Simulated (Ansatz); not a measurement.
## Worked example: the barrier

An elementary step of AlH4OF3, singlet (AlH₃OF₂ ([OH2][AlH]([F])[F]) + HF → AlH₂OF₃ ([OH2][Al]([F])([F])[F]) + H₂; bonds formed: Al1–F8, H2–H7; bonds broken: Al1–H2, H7–F8). “Start” is the structure reached by relaxing down from the saddle towards the reactants; PBE0-D4/def2-TZVP structures. The saddle:

```csv
atom,x (Å),y (Å),z (Å)
Al1,-0.3124,-0.5232,0.2118
H2,-1.9417,-0.2349,0.5307
F3,-0.3838,-1.6968,-0.9724
F4,0.5708,-0.8867,1.5643
H5,1.6687,0.9485,-0.4125
O6,1.0575,0.3590,-0.8677
H7,-1.5293,0.8503,0.6871
F8,-0.6807,1.4750,0.6404
H9,1.5507,-0.2913,-1.3818
```

Ansatz 0.2.0; basis: def2-TZVPP and def2-QZVPP; cores frozen in the correlated methods.

Energies in eV:

| quantity | saddle | start |
| --- | --- | --- |
| Hartree–Fock, triple zeta (X = 3) | -16810.54588 | -16811.33125 |
| Hartree–Fock, quadruple zeta (X = 4) | -16811.26664 | -16812.04595 |
| MP2 correlation, X = 3 | -30.84839 | -30.59853 |
| MP2 correlation, X = 4 | -33.67071 | -33.41511 |
| CCSD(T) correlation, X = 3 | -32.02271 | -31.79587 |

Question: Work out the barrier at the basis limit: extrapolate Hartree–Fock as E(X) = E∞ + A exp(−7.88 √X) and the MP2 correlation as E(X) = E∞ + B X^−2.97 (the exponents that Neese and Valeev fitted for def2-TZVPP and QZVPP), then add CCSD(T) − MP2 in triple zeta.

Answer: Each step is linear, so take the differences first (saddle − start): Hartree–Fock 0.78537 (X = 3) and 0.77931 (X = 4); MP2 correlation -0.24986 and -0.25560; CCSD(T) correlation -0.22684.
Two points give E∞ = E(4) + w [E(4) − E(3)], with w = 1/(exp(7.88 (2 − √3)) − 1) = 0.1377 for Hartree–Fock and w = 1/((4/3)^2.97 − 1) = 0.7407 for the correlation.
Hartree–Fock: 0.77931 + 0.1377 × (-0.00606) = 0.7785 eV.
MP2 correlation: -0.25560 + 0.7407 × (-0.00574) = -0.2599 eV.
CCSD(T) − MP2: -0.22684 − (-0.24986) = 0.0230 eV.
Sum: 0.7785 + (-0.2599) + 0.0230 = 0.5416 eV, or 12.49 kcal/mol. Plain CCSD(T) in triple zeta gives 0.5585 eV, so the larger basis shifts the result by -0.0169 eV.

No T1 diagnostic of these runs exceeds 0.012.

Labels in which every atom is bracketed show which atoms are joined, not bond orders.

For scale, one of the runs: CCSD(T)/def2-TZVPP, 222 basis functions, launched by `ansatz run in.yaml --threads 4 --pin off --events-out ev --progress --plain --max-ram 9574MiB`. Time: 110 s of wall clock on 4 CPU threads of an Arm Neoverse V2; the host was shared. Peak host memory: 3.8 GiB.
